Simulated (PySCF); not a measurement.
BrHSeTe, SMILES Br[Te][SeH]. The structure is a stationary point at PBE0-D3(BJ)/def2-SVP. This is a generated structure with no PubChem entry under its InChIKey; it may be hypothetical. The def2 effective core potentials stand for the cores of Te; spin–orbit coupling is left out. Other conformers were not sampled.

Computed equilibrium geometry at PBE0-D3(BJ)/def2-SVP (PySCF confirms it by a frequency run) as Cartesian coordinates in Å (one conformer of several):
```xyz
4

Te    -0.0570    -0.0590     0.9003
Br     1.7340     1.0273    -0.5232
Se    -1.6679    -0.9022    -0.8080
H     -1.0175    -2.2085    -1.0313
```
Charge 0, spin multiplicity 1.
